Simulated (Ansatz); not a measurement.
Reaction (cleavage of the Si–Al bond): `[SiH3][Al]1[O][SiH2]1` + `O[SiH2]N[SiH3]` → `[SiH3]N[SiH2]O[SiH3]` + `[O]1[AlH][SiH2]1`

Program: Ansatz. Geometries: PBE0-D4/def2-TZVP. ΔE: electronic, gas phase. CCSD(T)/CBS is the MP2 limit (def2-TZVPP, def2-QZVPP) plus CCSD(T) − MP2 in def2-TZVPP, frozen cores. Functionals use def2-TZVPP. Each species was taken in one conformer, which may not be the lowest.

```csv
level,ΔE (kcal/mol),difference from CCSD(T)/CBS
PBE-D4,-15.1,6.5
B2PLYP,-21.8,-0.2
r2SCAN,-19.4,2.2
PBE0,-16.4,5.2
HF/def2-TZVPP,-27.1,-5.5
CCSD/def2-TZVPP,-22.0,-0.4
CCSD(T)/def2-TZVPP,-21.1,0.5
HF/def2-QZVPP,-27.8,-6.2
MP2/def2-QZVPP,-23.7,-2.1
MP2/CBS(def2),-23.6,-2.0
CCSD(T)/CBS,-21.6,0
```

Largest T1 diagnostic among the species: 0.016.

The D4 term adds −1.7 kcal/mol with B3LYP and −1.0 kcal/mol with PBE0; it sums over pairs of atoms, weighted by their polarisabilities, and B3LYP, whose exchange is more repulsive, gets the larger term. From PBE to PBE0 (25 % exact exchange), in def2-TZVPP and without D4, ΔE moves by −2.4 kcal/mol.

B3LYP here is the variant with VWN-RPA as its local correlation; programs differ in this.
